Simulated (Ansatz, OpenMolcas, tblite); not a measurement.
BNH3ClO (SMILES NB(O)Cl): methods side by side

BNH3ClO has 7 atoms, charge 0, and is taken as a singlet. As SMILES, `NB(O)Cl`. The shape is that of a PBE0-D4/def2-TZVP optimisation. This is one conformer, not always the lowest.

Each level gives the electronic atomisation energy (eV). The values are calculated. Electronic energies at fixed atoms, without zero-point motion or spin-orbit coupling.

```
           level                   kind     program  value (eV)  CPU time (all runs)
        GFN2-xTB         semi-empirical      tblite       30.45            under 2 s
    HF/def2-SVPD           Hartree–Fock      Ansatz       20.93                3.3 s
 SVWN5/def2-SVPD                    LDA  OpenMolcas       33.67                 62 s
  BLYP/def2-SVPD                    GGA      Ansatz       28.88                8.1 s
revPBE/def2-SVPD                    GGA  OpenMolcas       28.55                 78 s
 M06-L/def2-SVPD               meta-GGA  OpenMolcas       29.01              2.5 min
 B3LYP/def2-SVPD          global hybrid  OpenMolcas       28.86                 86 s
 BHLYP/def2-SVPD          global hybrid  OpenMolcas       27.90                 74 s
   MP2/def2-SVPD    perturbation theory      Ansatz       28.20                4.2 s
  CCSD/def2-SVPD  coupled cluster or CI      Ansatz       26.98                 18 s
```

The values span 20.93 to 33.67 eV. CPU times are rough (shared hosts, several kinds of processor and program).
